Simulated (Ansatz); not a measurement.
Wavefunction ladder for `[O]=[Cr](=[O])([F])[F]`

```xyz
5

O    -1.4660    0.2474    0.4492
Cr   -0.0134   -0.0098    0.0266
O     0.6700   -0.8303    1.1286
F     0.0129   -0.8784   -1.4338
F     0.7965    1.4711   -0.1705
```

The species carries charge 0 and has multiplicity 1. Correlated methods include outer-core shells of Cr, which these sets cover unevenly. Scalar relativity is left out up to krypton. The structure was optimised at the PBE0-D4/def2-TZVP level. Frozen core, restricted reference, the Gaussian-basis code of Ansatz.

```json
{"basis": "def2-SVP", "HF (Eh)": "-1391.19752", "MP2 corr.": "-1.52315"}
{"basis": "def2-TZVPP", "HF (Eh)": "-1391.84104", "MP2 corr.": "-1.92072"}
{"basis": "def2-QZVPP", "HF (Eh)": "-1391.87952", "MP2 corr.": "-2.04425"}
```

Estimate the CCSD correlation energy and the (T) correction in each basis where they were run (hartree).


| basis | CCSD corr. | (T) |
| --- | --- | --- |
| def2-SVP | -1.28460 | -0.10048 |
| def2-TZVPP | -1.66707 | -0.12825 |
